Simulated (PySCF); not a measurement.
## Mayer bond orders and bond lengths

C7H8NOP.
Atom-mapped SMILES: `[CH3:1][C:2](=[O:3])[c:4]1[n:5][c:6]([CH3:7])[cH:8][cH:9][p:10]1` (hydrogens: H11, H12, H13 on C1; H14, H15, H16 on C7; H17 on C8; H18 on C9)

Structure used (GFN2-xTB), in Å, numbered top down from 1:
```xyz
18
C7H8NOP angstrom
C      2.8846    0.5423   -0.1056
C      2.2279   -0.7791    0.1490
O      2.8267   -1.8150    0.3484
C      0.7469   -0.8031    0.1541
N      0.0923    0.3196   -0.0627
C     -1.2236    0.3892   -0.0753
C     -1.8115    1.7411   -0.3366
C     -2.0598   -0.7146    0.1381
C     -1.5804   -1.9790    0.3820
P      0.1105   -2.4131    0.4653
H      2.5600    1.2523    0.6515
H      3.9658    0.4390   -0.0869
H      2.5584    0.9222   -1.0709
H     -2.4308    1.7184   -1.2320
H     -2.4385    2.0499    0.4985
H     -1.0126    2.4641   -0.4721
H     -3.1293   -0.5499    0.1063
H     -2.2955   -2.7782    0.5372
```

Bond orders from the PBE0/pcSseg-1 density (PySCF). The structure is a single GFN2-xTB conformer in the gas phase; no vibrational or solvent corrections.

(1) How far do the computed orders between heavy atoms stray from the drawn ones?

(2) Give the Mayer order of every bond, beside its length.

## Answers

(1) The largest departure is 0.264, at C9–P10 (drawn aromatic, 1.236), counting aromatic bonds as 1.5. The bonds drawn aromatic range from 1.24 to 1.52.

(2) 
```csv
bond,drawn as,length (Å),Mayer order
C1–C2,single,1.497,1.047
C2–O3,double,1.213,1.977
C2–C4,single,1.481,0.906
C4–N5,aromatic,1.318,1.407
N5–C6,aromatic,1.318,1.516
C6–C7,single,1.497,1.049
C6–C8,aromatic,1.401,1.298
C8–C9,aromatic,1.374,1.492
C9–P10,aromatic,1.748,1.236
P10–C4,aromatic,1.759,1.294
C1–H11,single,1.087,0.938
C1–H12,single,1.086,0.950
C1–H13,single,1.087,0.938
C7–H14,single,1.089,0.948
C7–H15,single,1.089,0.948
C7–H16,single,1.086,0.955
C8–H17,single,1.083,0.961
C9–H18,single,1.084,0.945
```

By pair of heavy elements: C–C: lowest C2–C4 (0.906, 1.481 Å), highest C8–C9 (1.492, 1.374 Å); in 2 of the 10 pairs the longer bond (by over 0.003 Å) has the higher order (by 0.02 or more). C–N: lowest C4–N5 (1.407, 1.318 Å), highest N5–C6 (1.516, 1.318 Å). C–P: lowest C9–P10 (1.236, 1.748 Å), highest P10–C4 (1.294, 1.759 Å); in 1 of the 1 pairs the longer bond (by over 0.003 Å) has the higher order (by 0.02 or more).

Question: Sum the orders of all bonds at each heavy atom with more than one neighbour and set the sums beside the valence in the SMILES.

Answer: C1 3.873 (drawn 4), C2 3.930 (drawn 4), C4 3.607 (drawn 4), N5 2.923 (drawn 3), C6 3.863 (drawn 4), C7 3.900 (drawn 4), C8 3.751 (drawn 4), C9 3.673 (drawn 4), P10 2.530 (drawn 3). Orders between atoms that aren't bonded are not in these sums.

The Mayer order sums products of elements of PS (density times overlap matrix) between the two atoms' basis functions, so it depends on the basis set.
